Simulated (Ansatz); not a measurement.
Be, singlet; BHLYP/STO-3G (Ansatz, an electronic-structure program).

Here is a job for Ansatz.
Ansatz 0.2 input:
```yaml
crystal:
  periodic: [false, false, false]
  atoms:
    - {symbol: Be, position_ang: [0.00000000, 0.00000000, 0.00000000]}
basis:
  gaussian:
    orbitals: STO-3G
hamiltonian:
  xc: {name: BHLYP}
accuracy: high
```

The log (banner, timings and long lists left out):

```
Functional definition: BHLYP
15 factors; integrals over basis functions are off by at most 6.8e-8 eV
mean field evaluation 1: about -393.0371 eV, gradient 5.1e-10 eV
mean field evaluation 2: about -393.0371 eV, gradient 3.4e-9 eV
mean field -393.03708431 eV, -14.4438464381 hartree, gradient 0.0e0 eV, S^2 0.000000; 0 other end points of the search recorded, 0 dependent functions left out
reference -393.03709867 eV, -14.4438469659 hartree; 2, 2 occupied and 3, 3 virtual orbitals, 15 factors
Total energy: -393.03709867 eV, -14.4438469659 hartree
```
